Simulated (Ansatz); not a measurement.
Gas-phase electronic energies from Ansatz, PBE0-D4/def2-TZVP geometries. CCSD(T)/CBS adds triple-zeta CCSD(T) − MP2 to the extrapolated MP2 energy (def2 sets, frozen cores). This one scheme is used for every species. DFT in def2-TZVPP. B3LYP here is the variant with VWN-RPA as its local correlation; programs differ in this. Elements past krypton have def2 core potentials. For In outer-core shells are correlated without core-valence functions, which leaves a few kJ/mol of doubt a bond. Each species was taken in one conformer, which may not be the lowest.

Reaction (cleavage of the B–Al bond): `F[BH][AlH][F]` + `[OH][InH2]` → `FB[O][InH2]` + `[F][AlH2]`

`F[BH][AlH][F]`:

Cartesian coordinates in Å:
```
F -1.302 1.510 -0.750
B -1.073 0.367 -0.117
Al 0.959 -0.315 0.175
F 1.473 -1.536 -0.819
H -2.064 -0.211 0.257
H 2.007 0.185 1.253
```

`[OH][InH2]`:

Cartesian coordinates in Å:
```
O -0.190 0.590 1.253
In -0.110 -0.120 -0.606
H 0.489 0.231 1.827
H 1.147 -1.251 -0.890
H -1.336 0.550 -1.583
```

`FB[O][InH2]`:

Cartesian coordinates in Å:
```
F 0.124 1.517 0.210
B -1.058 0.808 0.360
O -0.999 -0.483 0.145
In 0.949 -0.952 -0.359
H -2.016 1.450 0.673
H 1.839 -1.409 1.018
H 1.161 -0.931 -2.048
```

`[F][AlH2]`:

Z-matrix (Å, degrees):
```
Al
F 1 1.650
H 1 1.576 2 117.0
H 1 1.576 2 117.0 3 -179.9
```

| level | ΔE (eV) | difference from CCSD(T)/CBS |
| --- | --- | --- |
| PBE0-D4 | -2.18 | 0.09 |
| B3LYP-D4 | -2.25 | 0.02 |
| r2SCANh-D4 | -2.32 | -0.05 |
| BHLYP-D4 | -2.35 | -0.08 |
| CAM-B3LYP-D4 | -2.31 | -0.04 |
| LC-ωPBE | -2.21 | 0.06 |
| CCSD/def2-SVP | -2.57 | -0.30 |
| HF/def2-TZVPP | -2.37 | -0.10 |
| CCSD/def2-TZVPP | -2.30 | -0.03 |
| SCS-MP2/def2-QZVPP | -2.33 | -0.06 |
| CCSD(T)/CBS | -2.27 | 0 |

Largest T1 diagnostic among the species: 0.017.

From PBE to PBE0 (25 % exact exchange), in def2-TZVPP and without D4, ΔE moves by −0.08 eV. Leaving LDA and LC-ωPBE aside and taking each functional with its dispersion term where it has one, the values, not all of them listed here, spread over 0.37 eV, from B97M-V to revPBE-D4. LDA lies −0.17 eV from PBE without D4.
